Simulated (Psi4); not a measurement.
Method: SAPT0/jun-cc-pVDZ, frozen core (Psi4 1.11).

Psi4 input:

```
molecule {
0 1
Br 0.71241346 -0.00000000 0.00000000
H -0.71241346 0.00000000 -0.00000000
--
0 1
C -4.25471281 -0.04116691 -0.02841718
F -2.86554585 -0.01748799 -0.01181356
H -4.60504566 0.49435278 -0.91172767
H -4.58759503 -1.07927907 -0.06188931
H -4.62505294 0.44327183 0.87592295
units angstrom
symmetry c1
no_reorient
no_com
}
set basis jun-cc-pvdz
set scf_type df
set freeze_core true
energy('sapt0')
```

Part of the output:

```
    SAPT Results
  --------------------------------------------------------------------------------------------------------
    Electrostatics                 -6.20832150 [mEh]      -3.89578056 [kcal/mol]     -16.29994586 [kJ/mol]
      Elst10,r                     -6.20832150 [mEh]      -3.89578056 [kcal/mol]     -16.29994586 [kJ/mol]

    Exchange                        3.85747236 [mEh]       2.42060045 [kcal/mol]      10.12779228 [kJ/mol]
      Exch10                        3.85747236 [mEh]       2.42060045 [kcal/mol]      10.12779228 [kJ/mol]
      Exch10(S^2)                   3.84681852 [mEh]       2.41391506 [kcal/mol]      10.09982062 [kJ/mol]

    Induction                      -1.39836094 [mEh]      -0.87748474 [kcal/mol]      -3.67139614 [kJ/mol]
      Ind20,r                      -1.76455237 [mEh]      -1.10727333 [kcal/mol]      -4.63283161 [kJ/mol]
      Exch-Ind20,r                  0.99529929 [mEh]       0.62455973 [kcal/mol]       2.61315793 [kJ/mol]
      delta HF,r (2)               -0.62910786 [mEh]      -0.39477114 [kcal/mol]      -1.65172245 [kJ/mol]

    Dispersion                     -1.38520822 [mEh]      -0.86923128 [kcal/mol]      -3.63686369 [kJ/mol]
      Disp20                       -1.57940497 [mEh]      -0.99109158 [kcal/mol]      -4.14672717 [kJ/mol]
      Exch-Disp20                   0.19419674 [mEh]       0.12186030 [kcal/mol]       0.50986348 [kJ/mol]
      Disp20 (SS)                  -0.78970248 [mEh]      -0.49554579 [kcal/mol]      -2.07336359 [kJ/mol]
      Disp20 (OS)                  -0.78970248 [mEh]      -0.49554579 [kcal/mol]      -2.07336359 [kJ/mol]
      Exch-Disp20 (SS)              0.09016412 [mEh]       0.05657884 [kcal/mol]       0.23672585 [kJ/mol]
      Exch-Disp20 (OS)              0.10403263 [mEh]       0.06528146 [kcal/mol]       0.27313763 [kJ/mol]

  Total HF                         -3.74921008 [mEh]      -2.35266485 [kcal/mol]      -9.84354972 [kJ/mol]
  Total SAPT0                      -5.13441831 [mEh]      -3.22189613 [kcal/mol]     -13.48041341 [kJ/mol]
```
